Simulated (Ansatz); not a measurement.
`C=C(F)C=C(F)F`. Total charge 0; spin multiplicity 1. The structure was optimised at the PBE0-D4/def2-TZVP level. It is one conformer, not always the lowest.

```xyz
10

C    -1.577   -0.491    0.932
C    -0.436   -0.559    0.258
F     0.080   -1.758   -0.046
C     0.339    0.571   -0.200
C     1.480    0.529   -0.874
F     2.129   -0.536   -1.257
F     2.123    1.608   -1.254
H    -2.092   -1.391    1.236
H    -2.002    0.471    1.182
H    -0.043    1.557    0.025
```

Q: What is the dipole moment at r2SCAN/def2-TZVPP? (Estimate.)

A: The calculation gave: 1.62 D, with components (-0.82, 1.31, 0.49) D in this frame, pointing from negative to positive charge.

Q: And with PBE, B3LYP, ωB97M-V? (An estimate is asked.)

A: The calculation gave: PBE 1.54 D, B3LYP 1.79 D, ωB97M-V 1.73 D.

Q: Give the Mulliken charges with r2SCAN, B3LYP, PBE in def2-TZVPP. (Best estimate.)

A: The calculation gave: 
| atom | r2SCAN | B3LYP | PBE |
| --- | --- | --- | --- |
| C1 | -0.23 | -0.27 | -0.24 |
| C2 | 0.24 | 0.25 | 0.20 |
| F3 | -0.20 | -0.20 | -0.16 |
| C4 | -0.20 | -0.23 | -0.21 |
| C5 | 0.41 | 0.41 | 0.33 |
| F6 | -0.14 | -0.14 | -0.10 |
| F7 | -0.16 | -0.16 | -0.12 |
| H8 | 0.10 | 0.12 | 0.10 |
| H9 | 0.08 | 0.10 | 0.09 |
| H10 | 0.10 | 0.12 | 0.11 |

B3LYP here is the variant with VWN-RPA as its local correlation; programs differ in this.

All numbers were calculated with Ansatz.
